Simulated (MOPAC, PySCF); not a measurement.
[Zn(CH3)(Br)], neutral singlet in the gas phase. 

Cartesian coordinates (Å):
```xyz
6

Zn     0.0160    -0.0079     0.0086
C     -1.5453     0.7626    -0.8325
H     -1.8361     0.1740    -1.7255
H     -1.3407     1.8042    -1.1515
H     -2.4006     0.7743    -0.1275
Br     1.8405    -0.9083     0.9914
```
Charge 0, spin multiplicity 1.

All levels are single points at this geometry (PBE-D3(BJ)/def2-SVP); Pople sets use spherical d functions. Orbital energies aren't observables, and empty levels follow the basis.

```json
[
 {"level": "B3LYP-D3(BJ)/def2-TZVP in PySCF", "HOMO (eV)": "-7.87", "LUMO (eV)": "-0.94", "gap (eV)": "6.94", "dipole (D)": "2.39", "vertical IE, Delta-SCF (eV)": "–"},
 {"level": "TPSSh-D3(BJ)/def2-TZVP in PySCF", "HOMO (eV)": "-7.48", "LUMO (eV)": "-0.95", "gap (eV)": "6.52", "dipole (D)": "2.39", "vertical IE, Delta-SCF (eV)": "–"},
 {"level": "B3LYP/6-311+G** (LANL2DZ on Br, Zn) in PySCF", "HOMO (eV)": "-7.81", "LUMO (eV)": "-1.19", "gap (eV)": "6.62", "dipole (D)": "2.87", "vertical IE, Delta-SCF (eV)": "–"},
 {"level": "B3LYP/LANL2DZ in PySCF", "HOMO (eV)": "-7.75", "LUMO (eV)": "-0.97", "gap (eV)": "6.78", "dipole (D)": "2.98", "vertical IE, Delta-SCF (eV)": "–"},
 {"level": "M06-2X/6-31G* (LANL2DZ on Zn) in PySCF", "HOMO (eV)": "-9.18", "LUMO (eV)": "0.06", "gap (eV)": "9.24", "dipole (D)": "2.88", "vertical IE, Delta-SCF (eV)": "–"},
 {"level": "AM1 in MOPAC", "HOMO (eV)": "-10.91", "LUMO (eV)": "-0.12", "gap (eV)": "10.79", "dipole (D)": "2.88", "vertical IE, Delta-SCF (eV)": "–"}
]
```
